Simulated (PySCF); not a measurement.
## Electronic structure of Cu⁺ (copper, charge +1) at the UHF level

Configuration: [Ar] 3d10, closed-shell 1S. Computed with PySCF 2.14 in cc-pVTZ-DK (7s6p4d2f1g, 68 functions), with the spin-free X2C one-electron Hamiltonian (Gaussian nucleus).

- Total energy: -1652.907163 hartree
- One-electron energy: -2298.5386 hartree
- Hartree (Coulomb) energy: 712.0977 hartree
- Exchange energy: -66.4662 hartree
- ⟨S²⟩: 0.0000
- ⟨L²⟩: 0.000
- Sum of ⟨r⟩: 17.58 bohr
- Sum of ⟨r²⟩: 18.61 bohr²
- Langevin diamagnetic susceptibility: -14.7 ×10⁻⁶ cm³/mol
- Time after the integrals: 0.42 s of wall time on 1 thread of Neoverse-N1 (shared host)

| shell | electrons | mean orbital energy (eV) | rms radius, mean of both spins (bohr) |
| --- | --- | --- | --- |
| 1s | 2 | -9055.7 | 0.0601 |
| 2s | 2 | -1142.0 | 0.254 |
| 2p | 6 | -982.75 | 0.228 |
| 3s | 2 | -148.87 | 0.767 |
| 3p | 6 | -100.21 | 0.819 |
| 3d | 10 | -21.843 | 1.14 |

Densities and radii are taken from the X2C orbitals without a picture-change correction, which distorts them close to the nucleus.
